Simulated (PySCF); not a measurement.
A side-by-side comparison of computed properties.

First species: C5H13PSi.
SMILES with atom numbers: `[CH3:1][C@@H:2]1[CH2:3][CH2:4][Si@H:5]([PH2:6])[CH2:7]1` (hydrogens: H8, H9, H10 on C1; H11 on C2; H12, H13 on C3; H14, H15 on C4; H16 on Si5; H17, H18 on P6; H19, H20 on C7)

Geometry (GFN2-xTB, Å), atoms numbered from 1 in this order:
```
atom  x, y, z in Å
C1    -1.534   -1.009   -0.740
C2    -1.296   -0.160    0.505
C3    -1.062    1.310    0.147
C4     0.298    1.464   -0.534
Si5    1.405    0.209    0.381
P6     2.442   -1.154   -1.072
C7    -0.055   -0.653    1.257
H8    -0.636   -1.052   -1.352
H9    -1.800   -2.027   -0.460
H10   -2.346   -0.599   -1.338
H11   -2.182   -0.235    1.147
H12   -1.062    1.893    1.070
H13   -1.868    1.688   -0.486
H14    0.646    2.492   -0.464
H15    0.221    1.226   -1.595
H16    2.306    0.860    1.353
H17    3.121   -1.857   -0.094
H18    3.512   -0.302   -1.280
H19   -0.105   -0.340    2.299
H20   -0.009   -1.741    1.252
```

Second species: C7H5NO.
InChI=1S/C7H5NO/c1-2-7-4-3-5-8(9)6-7/h1,3-6H

Levels: PBE0/def2-SVPD for HOMO energy, LUMO energy, HOMO–LUMO gap and static isotropic polarisability; TDDFT PBE0/def2-SVPD for lowest singlet excitation; TDA PBE0/def2-SVPD for lowest triplet excitation (Tamm–Dancoff). Geometries: GFN2-xTB. Each structure is a single optimised conformer of the isolated species, non-relativistic unless stated. Electronic properties by PySCF.

Values for the first species:

* HOMO energy: -7.34 eV
* LUMO energy: 0.33 eV
* HOMO–LUMO gap: 7.67 eV
* Lowest singlet excitation: 6.51 eV
* Lowest triplet excitation (Tamm–Dancoff): 5.62 eV
* Static isotropic polarisability: 110.1 au

(1) Estimate the same properties for the second species, and the change in each.

Results:

(1) 
```tsv
property	first	second	second less first
HOMO energy	-7.34 eV	-6.63 eV	+0.71 eV
LUMO energy	0.33 eV	-1.77 eV	-2.10 eV
HOMO–LUMO gap	7.67 eV	4.86 eV	-2.81 eV
lowest singlet excitation	6.51 eV	3.96 eV	-2.55 eV
lowest triplet excitation (Tamm–Dancoff)	5.62 eV	2.63 eV	-2.99 eV
static isotropic polarisability	110.1 au	97.4 au	-12.7 au
```

On the first: In wavenumbers S1 is 52500 cm⁻¹ (1 eV = 8065.54 cm⁻¹). The principal polarisabilities are 98.4, 104.9 and 126.9 au; their mean is the isotropic value.

On the second: In wavenumbers S1 is 32000 cm⁻¹ (1 eV = 8065.54 cm⁻¹). The principal polarisabilities are 50.4, 98.8 and 143.0 au; their mean is the isotropic value.
